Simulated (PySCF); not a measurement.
C3O3Ru, multiplicity 1. Atoms are numbered in the order given.

```xyz
7

Ru    -0.3816     0.3420     0.0000
O      0.8193     0.5423     2.8093
C      0.2311     0.4568     1.8084
O      0.8193     0.5423    -2.8093
C      0.2311     0.4568    -1.8084
O      0.1453    -2.5796     0.0000
C     -0.0425    -1.4278     0.0000
```
Charge 0, spin multiplicity 1.

The structure is a stationary point at PBE-D3(BJ)/def2-SVP. The spin state was assumed, not searched. The def2 effective core potentials stand for the cores of Ru; spin–orbit coupling is left out.

Level of theory: PBE-D3(BJ)/def2-SVP in PySCF 2.14.0.

Frequencies are harmonic and unscaled.

| mode | ν (cm⁻¹) | IR (km/mol) | moving atoms (share of kinetic energy) |
|---|---|---|---|
| 1 | 62 | 1.3 | O 76 %, Ru 17 % |
| 2 | 87 | 0.5 | O 76 %, Ru 20 % |
| 3 | 97 | 0.4 | O 85 %, C 10 % |
| 4 | 321 | 0.0 | C 78 %, O 21 % |
| 5 | 335 | 2.5 | C 75 %, O 25 % |
| 6 | 413 | 28.6 | C 46 %, O 36 %, Ru 19 % |
| 7 | 414 | 1.1 | C 78 %, O 20 % |
| 8 | 470 | 0.7 | O 50 %, C 38 %, Ru 12 % |
| 9 | 519 | 3.6 | C 77 %, O 23 % |
| 10 | 560 | 1.0 | C 66 %, O 30 % |
| 11 | 578 | 16.8 | C 70 %, Ru 15 %, O 15 % |
| 12 | 620 | 19.3 | C 52 %, O 25 %, Ru 23 % |
| 13 | 1988 | 1401.9 | C 58 %, O 42 % |
| 14 | 1998 | 599.2 | C 61 %, O 39 % |
| 15 | 2077 | 148.5 | C 63 %, O 37 % |
